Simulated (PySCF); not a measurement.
# What a mistake does to a calculation on BFH5Si2

These are calculations, not measurements. The program is PySCF 2.14.0, an open-source quantum chemistry code, run on an isolated molecule that a program drew, which may never have been made. The molecule is BFH5Si2 (charge 0, doublet), drawn as the SMILES string `F[SiH]B[SiH3]`.

Each row is a Hartree-Fock (HF) and frozen-core CCSD(T) single point in the cc-pV(D+d)Z basis, meant for a local HF minimum. Run 1 is clean. Each other run has one planted mistake out of seven kinds, and not every kind appears here: one electron removed, one electron added, multiplicity raised by two, geometry at a saddle point, minimal basis STO-3G, one bond length entered in bohr, all coordinates scaled. The reference is restricted for singlets and unrestricted otherwise, and also for a bond in bohr. Adding or removing an electron swaps singlet and doublet. Electrons count all cores. HOMO and LUMO are orbital energies over both spins, the gradient is its largest component, and the lowest frequency (negative if imaginary) is given only where the gradient is small. Bond lengths are over the 8 bonds as drawn. T1 is the CCSD diagnostic: over 0.02 (restricted) or 0.045 (unrestricted) a single reference is doubtful.

Geometry of the clean run:
```xyz
9
BFH5Si2, angstrom
F    -1.6216    0.0045    2.7720
Si   -1.2252   -0.1030    1.2155
B     0.1333   -1.2360    0.5157
Si    0.5291   -1.2712   -1.4766
H    -2.1084    0.8279    0.5011
H     0.7472   -1.9264    1.2781
H    -0.3423   -0.3439   -2.2458
H     0.3242   -2.6386   -2.0187
H     1.9395   -0.8802   -1.7287
```

| run | electrons | basis functions | <S^2> | HOMO (eV) | LUMO (eV) | gradient (hartree/bohr) | lowest frequency (cm^-1) | mean bond (Å) | longest bond (Å) | T1 | HF (hartree) | CCSD(T) (hartree) | mistake |
|---|---|---|---|---|---|---|---|---|---|---|---|---|---|
| 1 | 47 | 99 | 0.761 | -8.62 | 0.17 | 2.2e-05 | 103 | 1.5834 | 2.032 | 0.0167 | -704.89884 | -705.42237 | no fault |
| 2 | 48 | 99 | 0.000 | -1.44 | 7.80 | 3.8e-02 | - | 1.5834 | 2.032 | 0.0153 | -704.92056 | -705.48266 | one electron added |
| 3 | 47 | 99 | 0.766 | -8.51 | 0.06 | 6.7e-02 | - | 1.7307 | 2.221 | 0.0215 | -704.84263 | -705.37609 | ? |
| 4 | 47 | 99 | 1.146 | -8.54 | 0.77 | 2.4e-02 | - | 1.7950 | 3.595 | 0.0579 | -704.80123 | -705.30823 | ? |

**Which mistake was planted in run 3, and what did it cost?**

The mean and the longest bond both change by the same factor, 1.093, and the gradient is no longer small. So the mistake is: all coordinates scaled. Subtracting run 1 and multiplying by 627.51 kcal/mol a hartree, the energy moved by 35.3 kcal/mol in HF and 29.0 kcal/mol in CCSD(T).

**Which mistake was planted in run 4, and what did it cost?**

The mean bond changes by a factor of 1.134 and the longest by 1.769, so the molecule wasn't scaled as a whole. A length L in bohr read as angstrom grows by (1/0.5292 - 1) L = 0.890 L. The 8 bonds together grew by 8 x 0.2116 = 1.693 Å, which gives L = 1.903 Å. That is bond Si2-B3, 1.902 Å in the clean geometry. So the mistake is: one bond length entered in bohr. Subtracting run 1 and multiplying by 627.51 kcal/mol a hartree, the energy moved by 61.3 kcal/mol in HF and 71.6 kcal/mol in CCSD(T).

Cautions from the logs. Run 4: T1 is over the limit, so its CCSD(T) energy is less reliable.
